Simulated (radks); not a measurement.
Spherical quantum dot in the effective-mass picture: electrons in a parabolic well V = omega^2 r^2 / 2 with omega = 0.676, with a point charge +1 (a donor) at the centre, all in effective atomic units (hartree* = m*/eps^2 hartree, bohr* = eps/m* bohr), one dielectric constant everywhere. Method: non-relativistic Kohn-Sham, LDA (Slater exchange, Perdew-Wang correlation), spin-polarised, spherical densities; computed with a radial shooting solver with Libxc functionals. Levels are named by radial order and angular momentum (1s, 1p, 1d, 2s, ...), and open shells are averaged over m. Each electron was tried in the lowest free levels, single moves between levels near the top were tried too, and the lowest total energy was kept; such a search can miss a lower state. At N = 1 the Hartree and exchange-correlation terms need not cancel, so that row can carry a self-interaction error.

N	open shells	2S	mu = E(N) - E(N-1) (hartree*)	addition energy mu(N+1) - mu(N) (hartree*)	e(HOMO) (hartree*)
1	1s(up 1, down 0)	1	-0.074386	0.7893	0.24204
2	none	0	0.71489	1.377	0.99677
3	1p(up 1, down 0)	1	2.0921	0.3993	2.2901
4	1p(up 2, down 0)	2	2.4914	0.4002	2.6926
5	1p(up 3, down 0)	3	2.8917	0.4925	3.0893
6	1p(up 3, down 1)	2	3.3842	0.3565	3.5618
7	1p(up 3, down 2)	1	3.7407	0.3562	3.9195
8	none	0	4.0969	0.6834	4.2735
9	2s(up 1, down 0)	1	4.7803	0.3681	4.9441
10	none	0	5.1484	0.3995	5.3105
11	1d(up 1, down 0)	1	5.5479	0.2993	5.6980
12	1d(up 2, down 0)	2	5.8472	0.2963	5.9959
13	1d(up 3, down 0)	3	6.1435	0.2929	6.2905
14	1d(up 4, down 0)	4	6.4364	0.2894	6.5817
15	1d(up 5, down 0)	5	6.7258	0.3530	6.8693
16	1d(up 5, down 1)	4	7.0788	0.2749	7.2166
17	1d(up 5, down 2)	3	7.3537	0.2728	7.4905
18	1d(up 5, down 3)	2	7.6266	0.2704	7.7622
19	1d(up 5, down 4)	1	7.8970	0.2679	8.0313
20	none	0	8.1648	0.6287	8.2979
21	1f(up 1, down 0)	1	8.7935	0.2490	8.9182
22	1f(up 2, down 0)	2	9.0424	0.2472	9.1663
23	1f(up 3, down 0)	3	9.2896	0.2454	9.4127
24	1f(up 4, down 0)	4	9.5351	0.2436	9.6571
25	1f(up 5, down 0)	5	9.7786	0.2417	9.8998
26	1f(up 6, down 0)	6	10.020	0.2399	10.141
27	1f(up 7, down 0)	7	10.260	-	10.380

All shells are closed at N = 2, 8, 10, 20 (there: 1s2 1p6 1d10 2s2); the second difference of the energy has clear peaks (12 % above both neighbours; the first and last values, which can be the largest, are not judged, and half-filled shells can peak too) at N = 2, 5, 8, 15, 20.
